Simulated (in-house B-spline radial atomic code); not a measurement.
Atomic self-consistent-field run: neutral xenon. Computed with an all-electron radial atomic-structure program (B-spline basis): Dirac-Kohn-Sham PBE0, spherical fractional occupations, Fermi nucleus of rms radius 4.7859 fm.

Command:
```bash
python run_scf.py task.json out
```
Settings (nuclear radius in fm, mass in u):
```
Z                54
configuration    [Kr] 4d10 5s2 5p6
hamiltonian      dirac
method           pbe0
spin_polarised   False
nucleus          fermi
rms_radius       4.7859
atomic_mass      131.90416
speed_of_light   137.035999084
```

Output (hartree, bohr):
```
 radial grid: 77 intervals, B-splines of order 8, outer radius 50 bohr

 iter        energy (Eh)    residual
    1       -7446.401137    5.44e-01
    2       -7447.534483    2.44e-01
    3       -7449.910782    2.61e-02
    4       -7449.948233    5.55e-03
    5       -7449.949049    1.93e-03
    6       -7449.949228    7.28e-04
    7       -7449.949243    1.20e-04
    8       -7449.949244    7.33e-06
    9       -7449.949244    1.12e-06
   10       -7449.949244    4.17e-08

 total energy                     -7449.94924
 kinetic                            7913.6315
 electron-nucleus                 -18114.2635
 Hartree                            2937.8488
 exact exchange                      -46.0243
 exchange-correlation               -141.1419

 first-order corrections (not in the total)
   Gaunt                             6.4449
   retardation                      -0.6664
   frequency dependence             -0.0638
   self-energy                       4.3931
   Uehling                          -0.6092
   Wichmann-Kroll                    0.0144
   recoil                            0.0208

 orbital      occ     eigenvalue          <r>       <r^2>       <1/r>     <1/r^3>       r_max    small
 1s1/2      2.000     -1265.9053    0.0266552 0.000963708     58.1097           -     0.01715  3.96e-02
 2s1/2      2.000      -197.8909     0.114138   0.0154247     13.5944           -     0.09707  8.51e-03
 2p1/2      2.000      -185.7894    0.0962317   0.0113983     13.5672           -     0.07441  8.53e-03
 2p3/2      4.000      -173.8481     0.102008   0.0126779     12.4709      5566.2     0.07928  8.08e-03
 3s1/2      2.000       -40.8861      0.30569    0.106929     4.86544           -      0.2789  2.54e-03
 3p1/2      2.000       -35.8466     0.295929    0.101775     4.77357           -      0.2656  2.48e-03
 3p3/2      4.000       -33.5632     0.307503     0.10968     4.50385     1085.38      0.2763  2.36e-03
 3d3/2      4.000       -24.7229     0.278495    0.091768     4.35687     174.065      0.2242  2.24e-03
 3d5/2      6.000       -24.2421     0.282153   0.0940511     4.28758     160.525      0.2272  2.20e-03
 4s1/2      2.000        -7.5546     0.716819    0.580126     1.96261           -      0.6614  7.33e-04
 4p1/2      2.000        -5.7494     0.746224    0.633985     1.85362           -      0.6774  6.70e-04
 4p3/2      4.000        -5.2930     0.773489    0.681037     1.76776      214.35      0.7012  6.33e-04
 4d3/2      4.000        -2.3553     0.870316    0.884067     1.52409     26.8262      0.7439  4.91e-04
 4d5/2      6.000        -2.2812     0.881165    0.906276     1.50206     24.5091      0.7523  4.81e-04
 5s1/2      2.000        -0.8058      1.87334     3.97486    0.698522           -       1.632  1.27e-04
 5p1/2      2.000        -0.3826      2.22932     5.71954    0.582797           -       1.857  8.94e-05
 5p3/2      4.000        -0.3352      2.34405     6.33512    0.551535     20.8471        1.94  8.08e-05

 Slater integrals (Eh)
   F0(5s1/2,5s1/2)               0.481017
   F0(5s1/2,5p1/2)               0.437965
   G1(5s1/2,5p1/2)               0.292099
   F0(5s1/2,5p3/2)               0.424748
   G1(5s1/2,5p3/2)               0.273291
   F0(5p1/2,5p1/2)               0.405439
   F0(5p1/2,5p3/2)               0.395186
   G2(5p1/2,5p3/2)               0.208612
   F0(5p3/2,5p3/2)               0.385788
   F2(5p3/2,5p3/2)               0.204477
```

Time taken, with all properties: 2.2 s on 1 thread of Arm Neoverse V2 (shared host).

For the Dirac Hamiltonian the kinetic term is c α·p + (β - 1)c².
